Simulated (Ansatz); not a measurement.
Job for Ansatz (a first-principles code): R-CCSD(T)/aug-cc-pVDZ on aminoborane (SMILES BN) with ghost functions, monomers drawn apart or pushed together.

Ansatz 0.2 input:
```yaml
crystal:
  periodic: [false, false, false]
  atoms:
    - {symbol: B, position_ang: [0.90642385, -0.12577282, 0.06132810]}
    - {symbol: N, position_ang: [-0.14340758, 0.57942984, 0.66532152]}
    - {symbol: H, position_ang: [0.66259924, -0.82367319, -0.87058744]}
    - {symbol: H, position_ang: [1.99912322, -0.02550304, 0.52060940]}
    - {symbol: H, position_ang: [0.01237531, 1.27651616, 1.37837995]}
    - {symbol: H, position_ang: [-1.06485966, 0.63323826, 0.25705540]}
basis:
  gaussian:
    orbitals: aug-cc-pVDZ
    ghost_atoms:
      - {symbol: F, position_ang: [-1.31955090, -1.77353720, 3.14501037]}
      - {symbol: H, position_ang: [-0.97988454, -1.19572645, 2.48722358]}
magnetization: {spin_polarized: false}
correlation: {method: ccsd_t, electrons: outside_noble_gas}
scf: {lower_state_search: off}
```

Program output:

```
WARN ansatz: RAYON_NUM_THREADS=1 ignored (pool sized by the plan → 1); use --threads N
Functional definition: HF
these checks for a lower state are left out or cut short: stability, starts, cluster_reference, orbital_swaps, neighbouring_geometries, increment
integrals: 0.17 GiB planned
1004 factors; integrals over basis functions are off by at most 6.4e-4 eV
mean field: 0.20 GiB planned
mean field evaluation 1: about -2215.4548 eV, gradient 3.3e1 eV
mean field evaluation 2: about -2215.4536 eV, gradient 3.3e1 eV
mean field evaluation 4: about -2217.8253 eV, gradient 2.5e0 eV
mean field evaluation 8: about -2217.8472 eV, gradient 7.4e-2 eV
mean field -2217.84719270 eV, -81.5043810209 hartree, gradient 2.6e-6 eV, S^2 0.000000; 0 other end points of the search recorded, 0 dependent functions left out
2 core orbitals not correlated
reference -2217.84719270 eV, -81.5043810209 hartree; 6, 6 occupied and 106, 106 virtual orbitals, 1004 factors
second order -7.54436300 eV of doubles, -0.00000000 eV of singles
coupled cluster: 0.49 GiB planned
cycle   1  -8.01319867 eV  change   -4.7e-1 eV  update   6.4e-2
cycle   2  -8.24044656 eV  change   -2.3e-1 eV  update   2.0e-2
cycle   3  -8.28592800 eV  change   -4.5e-2 eV  update   1.0e-2
cycle   4  -8.28219908 eV  change    3.7e-3 eV  update   3.6e-3
cycle   5  -8.28246047 eV  change   -2.6e-4 eV  update   1.3e-3
cycle   6  -8.28239006 eV  change    7.0e-5 eV  update   3.4e-4
cycle   7  -8.28225579 eV  change    1.3e-4 eV  update   9.6e-5
cycle   8  -8.28224420 eV  change    1.2e-5 eV  update   3.1e-5
cycle   9  -8.28224168 eV  change    2.5e-6 eV  update   8.5e-6
perturbative correction -0.23879656 eV, -0.0087756116 hartree
Total energy: -2226.36823094 eV, -81.8175234004 hartree
Checks for a lower state left out: stability, starts, cluster_reference, orbital_swaps, neighbouring_geometries, increment
```

The calculation finished and met its thresholds.

Cost: roughly 7 core-seconds.
